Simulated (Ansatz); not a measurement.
`C#[C][Hf]([OH])([OH])[F]`. Total charge 0; spin multiplicity 1. Hf takes the def2 core potential.

```xyz
9

C     2.036   -1.747   -0.493
C     1.148   -0.926   -0.382
Hf   -0.449    0.573   -0.221
O    -2.097   -0.352    0.038
O    -0.017    1.735    1.229
F    -0.522    1.574   -1.848
H     2.817   -2.468   -0.591
H    -2.951   -0.694    0.278
H     0.034    2.304    1.990
```

(1) List the harmonic frequencies (cm⁻¹, unscaled) at PBE0-D4/def2-TZVP in Ansatz. (An estimate is asked.)

(2) Is this a minimum?

(3) Give the ideal-gas thermochemistry at 298.15 K and 1 bar (rigid rotor, harmonic oscillator; point group Cs, symmetry number 1).

(4) And at 400, 500, 600, 800 and 1000 K?

(5) Rotational constants (cm⁻¹)?

## Answers

(1) Computed: 89, 93, 138, 155, 170, 174, 218, 233, 246, 248, 307, 424, 633, 700, 724, 736, 739, 2093, 3452, 4021, 4024.

(2) Yes, all 21 modes are real.

(3) Zero-point energy 117.3 kJ/mol; H(298) − E = 146.4 kJ/mol; entropy 416.1 J/(mol·K), of which translation 178.0, rotation 118.2, vibration 119.8; G(298) − E = 22.4 kJ/mol. Modes under 100 cm⁻¹ are hindered rotations or soft bends, so the harmonic entropy is rough.

(4) 
```
T (K)  H − E (kJ/mol)  S (J/mol/K)  G − E (kJ/mol)
  400           161.4        459.4           -22.3
  500           177.1        494.3           -70.0
  600           193.4        524.0          -121.0
  800           227.2        572.5          -230.8
 1000           262.2        611.6          -349.4
```

(5) 0.09263, 0.05224, 0.05214.
